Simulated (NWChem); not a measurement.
Molecule: BAsH4; SMILES B[AsH2]

```xyz
6

B      0.0069     1.6612     0.0000
As     0.0057    -0.3215     0.0000
H      0.9620    -0.5987    -1.1407
H      0.9620    -0.5987     1.1407
H     -0.0769     2.2547     1.0473
H     -0.0769     2.2547    -1.0473
```
Atoms are numbered in this order, from 1.

Results from NWChem. Pople sets run with spherical d functions. The geometry was optimised at PBE0/def2-SVP. Vzz is the largest principal value of the second derivative of the potential at the nucleus (NWChem prints the opposite sign); η is the asymmetry. Non-relativistic.

What does the run give for CAM-B3LYP/6-31G*? Quantities: Vzz B1 (a.u.); η B1; Vzz As2 (a.u.); η As2.


| Item | Result |
|---|---|
| Vzz B1 (a.u.) | 0.534 |
| η B1 | 0.19 |
| Vzz As2 (a.u.) | -1.977 |
| η As2 | 0.56 |
